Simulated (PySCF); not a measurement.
Ligand exchange on a metal centre used in film growth or etching (Zn F-Br). Isolated molecules, 0 K electronic values unless said otherwise.

All values below come from TPSSh-D3(BJ)/def2-TZVP // TPSS-D3(BJ)/def2-SVP (PySCF). All candidates: neutral, multiplicity 1. 

```json
{
  "HOMO": "-7.90 eV",
  "dipole_moment": "0.00 D",
  "LUMO": "-2.23 eV"
}
```

Question: Which member has these values?
(A) [Zn(F)2]
(B) [Zn(Br)2]
(C) [Zn(F)(Br)]

Answer: B, [Zn(Br)2]. The others give [Zn(F)2]: -9.43 eV, 0.00 D, -2.38 eV; [Zn(F)(Br)]: -8.17 eV, 0.87 D, -2.30 eV
